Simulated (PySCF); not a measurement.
**How methods differ on the ionisation energy of Br**

Br [Ar] 3d10 4s2 4p5 (2P) → Br⁺ [Ar] 3d10 4s2 4p4 (3P), as a difference of total energies. Computed with PySCF 2.14 in dyall-av2z, with the non-relativistic Hamiltonian (point nucleus). Correlated levels: valence: [Ar] 3d10 frozen; virtual orbitals above 40 to 60 times the deepest correlated orbital energy dropped. The calculations carry no spin-orbit coupling.

| method | ionisation energy (eV) |
| --- | --- |
| UHF | 10.830 |
| MP2 (valence) | 11.489 |
| SCS-MP2 (valence) | 11.470 |
| CCSD (valence) | 11.453 |
| CCSD(T) (valence) | 11.474 |

Question: How much does correlation contribute at CCSD(T) (valence)?

Answer: 11.474 − (10.830) = 0.644 eV, measured against UHF.

These non-relativistic numbers lack the scalar-relativistic shift.

Errors of the correlated levels include the incompleteness of this basis and the frozen core.

For comparison: 11.844 eV (measured; NIST levels, between the centres of gravity of the two terms).
